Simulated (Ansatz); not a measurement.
Energy profile

The step: SiNH₃Cl₂ ([NH2][SiH]([Cl])[Cl]) + H₂O → SiH₂Cl₂O ([OH][SiH]([Cl])[Cl]) + NH₃ (still joined by a long Si–N bond); bonds formed: Si1–O7, N2–H6; bonds broken: H6–O7; bonds weakened to dative contacts: Si1–N2 (atoms numbered as in the saddle structure below).

Si1  (-0.609, -0.405, -0.195)
N2  (1.181, 0.020, -0.126)
Cl3  (-0.386, -1.930, -1.682)
Cl4  (-1.222, -1.586, 1.365)
H5  (-1.572, 0.377, -0.992)
H6  (0.671, 0.976, 0.560)
O7  (-0.448, 1.137, 0.993)
H8  (1.733, -0.674, 0.366)
H9  (1.601, 0.168, -1.036)
H10  (-0.949, 1.917, 0.747)
(Å)

Electronic energies by CCSD(T) at an estimated basis limit (MP2 extrapolated from triple and quadruple zeta, plus CCSD(T) − MP2 in triple zeta), on PBE0-D4/def2-TZVP structures; SiNH₅Cl₂O, singlet; no counterpoise correction. Computed with Ansatz 0.2.0 (basis: def2-TZVPP and def2-QZVPP); correlated methods freeze the cores. Extrapolation: Hartree–Fock as exp(−7.88 √X), correlation as X^−2.97.

(1) Give the profile in kcal/mol, counted from the separated reactants. (Judge from chemistry; the value comes from the calculation.)

No T1 diagnostic of these runs exceeds 0.010.

Results:

(1) The calculation gives:
```json
{"point": "separated: SiNH₃Cl₂ (linked as [NH2][SiH]([Cl])[Cl]; Si1, N2, Cl3, Cl4, H5, H8, H9; singlet) + H₂O (H6, O7, H10; singlet)", "kcal/mol": "0.00"}
{"point": "start structure", "kcal/mol": "-4.09"}
{"point": "saddle", "kcal/mol": "19.31"}
{"point": "end structure", "kcal/mol": "-15.22"}
{"point": "separated: SiH₂Cl₂O (linked as [OH][SiH]([Cl])[Cl]; Si1, Cl3, Cl4, H5, O7, H10; singlet) + NH₃ (N2, H6, H8, H9; singlet)", "kcal/mol": "-10.03"}
```

The step is the kind of ligand exchange by which a precursor binds to a hydroxyl group, or is hydrolysed, in atomic layer deposition of oxides.

For scale, one of the runs: CCSD(T)/def2-TZVPP, 258 basis functions, launched by `ansatz run in.yaml --threads 8 --pin off --events-out ev --progress --plain --max-ram 19148MiB`. The run took 85 s on 8 CPU threads of a Oxide Virtual Turin-like (shared host), with 5.7 GiB of host memory at its peak.
